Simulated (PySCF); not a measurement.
A structure optimised at PBE-D3(BJ)/def2-TZVP, used in a PySCF frequency run:

```
In
Cl 1 2.3854
Cl 1 2.3854 2 120.94
```
Charge 0, spin multiplicity 2.

Q: Write its SMILES, formula and point group.

A: [Cl][In][Cl], Cl2In, C2v

Q: What are its rotational constants (standard atomic weights)?

A: 8.3399, 1.6547, 1.3808 GHz
